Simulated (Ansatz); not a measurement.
Stepwise reaction of `[SiH3][O][Ge][O][SiH3]` with hydrogen fluoride, as a gas-phase model of exchange steps in deposition or etching. ΔE in kJ/mol; ΔG adds harmonic PBE0-D4 terms to CCSD(T)/CBS, at 1 bar.

Isolated molecules relaxed with PBE0-D4/def2-TZVP in Ansatz; ΔE leaves out vibrations. CBS: MP2 limit from def2 TZ/QZ plus the TZ coupled-cluster correction, frozen cores. This one scheme is used for every species. Functionals use def2-TZVPP. B3LYP here is the variant with VWN-RPA as its local correlation; programs differ in this. For Ge outer-core shells are correlated without core-valence functions, which leaves a few kJ/mol of doubt a bond. Scalar relativity is left out up to krypton. One conformer a species, not always the lowest.

```csv
step,reaction,PBE-D4,B3LYP-D4,ωB97M-V,CCSD(T)/CBS,ΔG(500 K)
1,`[SiH3][O][Ge][O][SiH3]` + H–F → `[F][Ge][O][SiH3]` + `O[SiH3]`,-22.3,-19.7,-23.9,-13.3,-21.0
2,`[F][Ge][O][SiH3]` + H–F → `[F][Ge][F]` + `O[SiH3]`,-17.0,-14.0,-16.6,-7.1,-11.3
```

(1) By hand: ΔE of the 2 steps together at CCSD(T)/CBS.

Answers

(1) (-13.3) + (-7.1) = -20.4 kJ/mol, or -10.2 kJ/mol a step.

In ΔE each step is higher than the one before. All are downhill at CCSD(T)/CBS. ΔG lies between -21.0 and -11.3 kJ/mol a step. PBE-D4 differs from CCSD(T)/CBS by -9.9 to -9.0 kJ/mol a step. Isolated molecules leave out the surface, adducts and barriers. Largest T1 diagnostic: 0.015.
